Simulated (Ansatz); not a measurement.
Mulliken charges of CH6AsNO, SMILES `N[AsH]CO` from PBE/def2-TZVPP in Ansatz (PBE0-D4/def2-TZVP geometry).

```csv
atom,x (Å),y (Å),z (Å),charge (e)
N1,-1.087,1.523,0.362,-0.396
As2,0.643,1.037,-0.067,0.199
C3,0.556,-0.950,-0.012,-0.133
O4,-0.031,-1.482,-1.177,-0.297
H5,-1.568,0.868,0.965,0.141
H6,-1.637,1.654,-0.476,0.146
H7,1.195,1.140,1.353,-0.039
H8,1.570,-1.335,0.161,0.089
H9,-0.070,-1.265,0.825,0.105
H10,0.513,-1.241,-1.932,0.186
```

Question: By hand: the dipole of these point charges (1 e Å = 4.8032 D).

Answer: Σ q r = (0.215, 0.007, -0.050) e Å, of length 0.221 e Å = 1.06 D.

Question: How does the dipole of the full density compare? (Best estimate.)

Answer: Ansatz gave: (0.068, -0.148, -0.059) e Å, 0.83 D; the point charges give 1.28 times that, at 64° from its direction.

Point charges leave out the atoms' own dipoles, such as those of lone pairs, and Mulliken's split depends on the basis, so the two needn't agree.
